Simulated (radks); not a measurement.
Re6+, 69 electrons, occupied as [Xe] 4f14 5d1. Method: scalar-relativistic Kohn-Sham, LDA (Slater exchange, Perdew-Wang correlation), spin-polarised, spherical densities, point nucleus; open shells are filled with parallel spins first (spin-orbit coupling, left out, can overturn this in heavy ions); computed with a radial shooting solver on a logarithmic mesh with Libxc functionals.

Normalised radial functions P(r) = r R(r), r in bohr:

r	5p up	5p down	5d up
0.00156	0.0040	0.0041	0.0000
0.002365	0.0081	0.0081	0.0001
0.003613	0.0162	0.0163	0.0002
0.005521	0.0321	0.0322	0.0007
0.008437	0.0617	0.0620	0.0021
0.01289	0.1125	0.1129	0.0063
0.01954	0.1849	0.1855	0.0179
0.02986	0.2602	0.2611	0.0477
0.04563	0.2630	0.2640	0.1127
0.06973	0.0808	0.0811	0.2182
0.1066	-0.2628	-0.2637	0.3025
0.1628	-0.3624	-0.3637	0.1950
0.2468	0.1481	0.1487	-0.1796
0.3771	0.5813	0.5832	-0.4559
0.5763	-0.0778	-0.0789	-0.0988
0.8806	-0.9959	-0.9989	0.6296
1.346	-0.9140	-0.9124	0.9339
2.04	-0.3110	-0.3090	0.5803
3.117	-0.0307	-0.0307	0.1372
4.763	-0.0005	-0.0005	0.0083

5p up: eigenvalue -122.48 eV, 3 radial nodes at r = 0.0777, 0.225, 0.559 bohr, <r> = 1.16 bohr, 90 % of the charge inside 1.67 bohr. 5p down: eigenvalue -121.70 eV, 3 radial nodes at r = 0.0777, 0.225, 0.559 bohr, <r> = 1.16 bohr, 90 % of the charge inside 1.66 bohr. 5d up: eigenvalue -74.919 eV, 2 radial nodes at r = 0.207, 0.612 bohr, <r> = 1.47 bohr, 90 % of the charge inside 2.16 bohr.
